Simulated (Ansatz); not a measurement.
```yaml
crystal:
  periodic: [false, false, false]
  atoms:
    - {symbol: C, position_ang: [1.194720, 1.940277, -0.913743]}
    - {symbol: O, position_ang: [0.194042, 1.038759, -0.211335]}
    - {symbol: Si, position_ang: [0.167716, -0.343073, 0.286849]}
    - {symbol: Si, position_ang: [-1.352684, -1.830785, 0.255900]}
    - {symbol: Cl, position_ang: [-0.973472, -3.392768, 1.515650]}
    - {symbol: H, position_ang: [1.997436, 1.695178, -1.119397]}
    - {symbol: H, position_ang: [1.262095, 2.315907, 0.291804]}
    - {symbol: H, position_ang: [0.475990, 2.805759, -1.505804]}
    - {symbol: H, position_ang: [1.051234, -0.160734, 1.866871]}
    - {symbol: H, position_ang: [1.556529, -1.025155, -0.227528]}
    - {symbol: H, position_ang: [-2.816576, -0.716703, 1.142360]}
    - {symbol: H, position_ang: [-2.289375, -2.081469, -0.953948]}
basis:
  gaussian: {orbitals: aug-pcseg-2}
total_charge: -1
magnetization: {spin_polarized: true, initial_magnetization: 1}
hamiltonian: {xc: {name: revPBE}}
output: {forces: true}
```

```sh
$ ansatz run in.yaml --threads 4 --pin off --events-out ev --progress --plain --max-ram 10444MiB
```

Output, abridged:

```
Functional definition: revPBE
1817 factors; their error is unknown
mean field evaluation 1: about -31459.1077 eV, gradient 4.1e1 eV
mean field evaluation 2: about -31343.4421 eV, gradient 1.4e2 eV
mean field evaluation 4: about -31466.1631 eV, gradient 1.9e1 eV
mean field evaluation 8: about -31467.6498 eV, gradient 3.8e-1 eV
mean field evaluation 16: about -31467.6028 eV, gradient 2.0e-2 eV
mean field evaluation 32: about -31467.6187 eV, gradient 8.1e-5 eV
mean field -31467.61865043 eV, -1156.4136558852 hartree, gradient 2.7e-6 eV, S^2 0.752915; 10 other end points of the search recorded, 0 dependent functions left out
reference -31467.61874447 eV, -1156.4136593412 hartree; 34, 33 occupied and 369, 370 virtual orbitals, 1817 factors
Total energy: -31467.61874447 eV, -1156.4136593412 hartree
Atom 0 at     1.194720     1.940277    -0.913743 Å, force   -17.178833     8.534249     8.492586 eV/Å
Atom 1 at     0.194042     1.038759    -0.211335 Å, force    -0.938180     7.010985    -5.362078 eV/Å
Atom 2 at     0.167716    -0.343073     0.286849 Å, force     5.396960    -6.478739     4.461122 eV/Å
Atom 3 at    -1.352684    -1.830785     0.255900 Å, force    -4.345493     0.856070    -0.202765 eV/Å
Atom 4 at    -0.973472    -3.392768     1.515650 Å, force    -0.090616    -1.449028     1.176061 eV/Å
Atom 5 at     1.997436     1.695178    -1.119397 Å, force    13.784001    -5.185523    -4.626114 eV/Å
Atom 6 at     1.262095     2.315907     0.291804 Å, force     1.228788     1.032245    -3.276716 eV/Å
Atom 7 at     0.475990     2.805759    -1.505804 Å, force     2.566861    -2.563123     1.205020 eV/Å
Atom 8 at     1.051234    -0.160734     1.866871 Å, force    -1.509500    -0.529481    -1.246037 eV/Å
Atom 9 at     1.556529    -1.025155    -0.227528 Å, force    -1.025775     0.264570    -0.200961 eV/Å
Atom 10 at    -2.816576    -0.716703     1.142360 Å, force     1.534745    -1.505311    -0.674445 eV/Å
Atom 11 at    -2.289375    -2.081469    -0.953948 Å, force     0.577042     0.013086     0.254328 eV/Å
Dipole moment:    -0.227947    -0.569707    -0.160407 e Å
```

It took 2.1 min on 4 threads of an Arm Neoverse V1 on a shared host, with 2.5 GiB of host memory at the peak.
